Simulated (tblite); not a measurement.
C8H16Si.
Structure used (GFN2-xTB), in Å, numbered top down from 1:
```
atom  x, y, z in Å
C1    -3.7525   -0.6849   -0.0532
C2    -2.5699   -1.1344    0.3214
C3    -1.3621   -1.1860   -0.5565
C4    -0.2080   -0.3556    0.0169
C5    -0.5629    1.1326    0.1106
Si6    1.1103    2.0301    0.2313
C7     2.1217    0.4983   -0.3165
C8     2.9310   -0.1144    0.8242
C9     1.0561   -0.4765   -0.8368
H10   -3.9295   -0.3220   -1.0528
H11   -4.5966   -0.6636    0.6151
H12   -2.4195   -1.4911    1.3328
H13   -1.0344   -2.2266   -0.6489
H14   -1.6139   -0.8207   -1.5547
H15    0.0160   -0.7258    1.0232
H16   -1.2389    1.3169    0.9433
H17   -1.0955    1.4333   -0.7931
H18    1.4464    2.4578    1.5923
H19    1.2274    3.1585   -0.6973
H20    2.8191    0.7268   -1.1270
H21    3.4410   -1.0192    0.4933
H22    2.2888   -0.3762    1.6621
H23    3.6814    0.5886    1.1804
H24    0.8036   -0.2182   -1.8685
H25    1.4302   -1.5034   -0.8326
```

Computed with GFN2-xTB (tblite): harmonic, unscaled wavenumbers at the GFN2-xTB geometry, gas phase. Errors from tens to a few hundred cm⁻¹ against measured bands are possible. Modes of hydrogen on silicon can be 10 to 20 % off. One conformer, not necessarily the lowest.

Harmonic wavenumbers (cm⁻¹): 57.2, 60.8, 84.5, 123.6, 177.7, 221.9, 268.3, 321.8, 354.3, 383.3, 429.8, 441.9, 482.9, 518.8, 543.4, 642.1, 647.3, 702.0, 767.0, 781.6, 790.3, 882.3, 897.4, 905.3, 937.1, 943.9, 979.2, 1012.9, 1023.7, 1053.5, 1066.9, 1081.6, 1094.7, 1140.1, 1173.1, 1186.9, 1210.2, 1230.6, 1246.7, 1269.6, 1298.1, 1317.8, 1326.8, 1331.5, 1351.9, 1417.5, 1420.2, 1476.1, 1484.4, 1495.3, 1510.1, 1513.3, 1721.5, 2238.9, 2246.6, 2926.5, 2936.4, 2940.9, 2954.3, 2968.9, 2973.6, 2978.7, 2998.6, 3011.4, 3023.3, 3032.2, 3048.2, 3096.4, 3121.0.

A = 2654, B = 747.6, C = 647.5 MHz; mass 140.102 u (most abundant isotopes); point group C1, symmetry number 1.

**Question.** What is the zero-point energy?

**Answer.** Half the sum of the wavenumbers: 47148 cm⁻¹ = 134.80 kcal/mol.

**Question.** What is S at 298.15 K and 1 bar for an ideal gas of classical rigid rotors and harmonic oscillators?

**Answer.** Translation 40.75, rotation 29.90, vibration 32.20: S = 102.9 cal/(mol K).

**Question.** And Cp and H(298.15 K) − H(0)?

**Answer.** Cp = 44.55 cal/(mol K), of which vibrations give 36.60 (their classical limit is 69 R = 137.1); H(298.15 K) − H(0) = 7.56 kcal/mol without the zero-point energy, 5.19 from vibrations.

**Question.** What must be added to the electronic energy to get the Gibbs energy at 298.15 K and 1 bar?

**Answer.** ZPE + [H(298.15 K) − H(0)] − T·S = 134.80 + 7.56 − 30.67 = 111.69 kcal/mol.

**Question.** Blend soft modes into free rotors: weight 1/[1 + (100 cm⁻¹/ν̃)⁴] for the oscillator and the rest for a rotor with moment μB/(μ + B), μ = h/(8π²ν), B = 10⁻⁴⁴ kg m². What vibrational entropy results?

**Answer.** 29.61 cal/(mol K) in place of 32.20, which changes −T·S at 298.15 K by +0.77 kcal/mol.

Hindered rotation and anharmonicity are outside this model. Other conformers, if any are populated, would add a mixing term that is left out. The structure is chiral; the term R ln 2 for an equal mix with its mirror image is left out.
